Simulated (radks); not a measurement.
The numbers below are computed, except where a source is named.
Dy3+, configuration [Xe] 4f9. Code: a radial shooting solver on a logarithmic mesh with Libxc functionals. Model: Dirac Kohn-Sham, revPBE, spin-unpolarised, spherical densities, point nucleus; open shells are shared between the two j in proportion to 2j + 1.

Normalised radial functions P(r) = r R(r) (large component), r in bohr:

| r | 4f5/2 | 4f7/2 | 5d5/2 |
|---|---|---|---|
| 0.002096 | 0.0000 | 0.0000 | 0.0000 |
| 0.003255 | 0.0000 | 0.0000 | 0.0001 |
| 0.005014 | 0.0000 | 0.0000 | 0.0002 |
| 0.007785 | 0.0000 | 0.0000 | 0.0007 |
| 0.01199 | 0.0001 | 0.0001 | 0.0022 |
| 0.01847 | 0.0004 | 0.0003 | 0.0068 |
| 0.02868 | 0.0018 | 0.0017 | 0.0202 |
| 0.04418 | 0.0079 | 0.0074 | 0.0527 |
| 0.0686 | 0.0318 | 0.0301 | 0.1173 |
| 0.1057 | 0.1075 | 0.1034 | 0.1954 |
| 0.1641 | 0.3043 | 0.2957 | 0.1939 |
| 0.2527 | 0.6528 | 0.6397 | -0.0095 |
| 0.3924 | 1.0259 | 1.0127 | -0.2948 |
| 0.6044 | 1.1086 | 1.1028 | -0.2281 |
| 0.9385 | 0.8312 | 0.8351 | 0.2668 |
| 1.446 | 0.4537 | 0.4624 | 0.6960 |
| 2.245 | 0.1658 | 0.1728 | 0.6764 |
| 3.457 | 0.0358 | 0.0385 | 0.3399 |
| 5.368 | 0.0028 | 0.0032 | 0.0649 |

4f5/2: eigenvalue -35.101 eV, 0 radial nodes, <r> = 0.800 bohr, 90 % of the charge inside 1.37 bohr. 4f7/2: eigenvalue -34.155 eV, 0 radial nodes, <r> = 0.812 bohr, 90 % of the charge inside 1.39 bohr. 5d5/2 (empty): eigenvalue -24.572 eV, 2 radial nodes at r = 0.249, 0.760 bohr, <r> = 2.14 bohr, 90 % of the charge inside 3.24 bohr.
